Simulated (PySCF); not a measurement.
Isomers of C6H7NO, one conformer each; single-point electronic energies without zero-point terms and without any empirical dispersion term.

Computed with PySCF at PBE0/pcSseg-1, non-relativistic, each on one gas-phase PBE0-D3(BJ)/def2-SVP geometry that isn't relaxed in the solvent. The solvent is an IEF-PCM continuum (van der Waals radii × 1.2). Only the electrostatic response of the medium enters.

| isomer | relative energy, gas (kcal/mol) | dipole (D) |
| --- | --- | --- |
| `COc1ccncc1` | 0.0 | 3.38 |
| `c1cc(OC)cnc1` | 2.8 | 1.90 |
| `Cc1cccc[n+]1[O-]` | 22.1 | 3.44 |
| `ONC1=CC=CC=C1` | 24.4 | 1.29 |

How do the relative energies look in chloroform (ε = 4.711)?

```csv
isomer,"relative energy, solvent (kcal/mol)",E(solvent) − E(gas) (kcal/mol),dipole in solvent (D)
`COc1ccncc1`,0.0,-4.7,4.13
`c1cc(OC)cnc1`,3.1,-4.4,2.29
`Cc1cccc[n+]1[O-]`,21.7,-5.2,4.51
`ONC1=CC=CC=C1`,23.7,-5.4,1.57
```

The order is unchanged. Conformers: `[CH3:1][O:2][c:3]1[cH:4][cH:5][n:6][cH:7][cH:8]1` with C1–O2–C3–C4 179°; `[CH3:1][O:2][c:3]1[cH:4][cH:5][cH:6][n:7][cH:8]1` with C1–O2–C3–C4 -179°; `[OH:1][NH:2][c:3]1[cH:4][cH:5][cH:6][cH:7][cH:8]1` with H–O1–N2–C3 -117°, O1–N2–C3–C4 24°. `ONC1=CC=CC=C1` gains most from the continuum, while `Cc1cccc[n+]1[O-]` has the largest gas-phase dipole. The gains span 1.0 kcal/mol, the gas-phase energies 24.4 kcal/mol.
